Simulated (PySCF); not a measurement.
Level of theory: PBE-D3(BJ)/def2-TZVP // CAM-B3LYP-D3(BJ)/def2-TZVP in PySCF 2.14.0. All species are isolated molecules in the gas phase. 

Reference species (SMILES): `[F][InH][F]` (neutral, multiplicity 1).

- dipole moment: 3.32 D
- HOMO–LUMO gap: 5.46 eV

Changed species: `[InH3]` (3 of 3 F replaced by H; the reference has 1 of 3 F replaced by H).

Q: Give the shifts of the dipole moment and HOMO–LUMO gap.

A: the dipole moment falls by 3.32 D, to 0.00 D; the HOMO–LUMO gap falls by 1.10 eV, to 4.36 eV.
